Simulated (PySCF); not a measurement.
methylammonium (CH6N), SMILES C[NH3+], charge +1.

The structure is a stationary point at ωB97X-D3(BJ)/def2-TZVP.

These are PBE/def2-TZVPD (PySCF) values and carry that method's errors.

Symmetry labels are those of the subgroup Cs that the program uses (full group C3v).

Computed valence orbital energies around the gap with their symmetry:
```tsv
orbital	symmetry	energy (eV)
HOMO−7	A'	-276.01
HOMO−6	A'	-31.16
HOMO−5	A'	-23.71
HOMO−4	A"	-20.57
HOMO−3	A'	-20.57
HOMO−2	A'	-18.04
HOMO−1	A"	-15.80
HOMO	A'	-15.80
LUMO	A'	-6.35
LUMO+1	A'	-4.48
LUMO+2	A"	-4.43
LUMO+3	A'	-4.43
```
